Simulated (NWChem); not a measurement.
System meant: BeBr2; SMILES [Br][Be][Br]

NWChem input:

```
start job
memory heap 200 mb stack 900 mb global 1100 mb
geometry units angstroms noautoz
  Be    -0.000004     0.000005    -0.000004
  Br     1.437488     0.320898    -1.282333
  Br    -1.437491    -0.320893     1.282328
end
basis spherical
  * library def2-svp
end
dft
  odft
  mult 2
  xc b3lyp
  iterations 150
  mulliken
end
task dft energy
```

End of the output:

```
 Summary of "ao basis" -> "" (spherical)
 ------------------------------------------------------------------------------
       Tag                 Description            Shells   Functions and Types
 ---------------- ------------------------------  ------  ---------------------
 *                          def2-svp                  on all atoms

                                 NWChem DFT Module
                                 -----------------

 Summary of "ao basis" -> "ao basis" (spherical)
 ------------------------------------------------------------------------------
       Tag                 Description            Shells   Functions and Types
 ---------------- ------------------------------  ------  ---------------------
 Be                         def2-svp                 5        9   3s2p
 Br                         def2-svp                12       32   5s4p3d

 Summary of "ao basis" -> "ao basis" (spherical)
 ------------------------------------------------------------------------------
       Tag                 Description            Shells   Functions and Types
 ---------------- ------------------------------  ------  ---------------------
 Be                         def2-svp                 5        9   3s2p
 Br                         def2-svp                12       32   5s4p3d

      Symmetry analysis of basis
      --------------------------

        a1g        15
        a1u         0
        a2g         0
        a2u        14
        b1g         3
        b1u         3
        b2g         3
        b2u         3
        eg         14
        eu         18

  number of electrons :                   74
  multiplicity        :                    2
 ------------------------------------------------------------------------
  no. of electrons and multiplicity not compatible                  74
 ------------------------------------------------------------------------
 ------------------------------------------------------------------------
  current input line :
    18: task dft energy
 ------------------------------------------------------------------------
 ------------------------------------------------------------------------
 There is an error in the input file
 ------------------------------------------------------------------------
 For more information see the NWChem manual at https://nwchemgit.github.io

0: no. of electrons and multiplicity not compatible:Received an Error in Communication
```

Q: What is wrong, and how is it mended?

A: The program refused the input. Cause: the multiplicity doesn't fit the number of electrons (an even count wants an odd multiplicity, and the reverse). This input runs:
```
start job
memory heap 200 mb stack 900 mb global 1100 mb
geometry units angstroms noautoz
  Be    -0.000004     0.000005    -0.000004
  Br     1.437488     0.320898    -1.282333
  Br    -1.437491    -0.320893     1.282328
end
basis spherical
  * library def2-svp
end
dft
  xc b3lyp
  iterations 150
  mulliken
end
task dft energy
```
It converges to -5162.61347 Ha (B3LYP/def2-SVP).
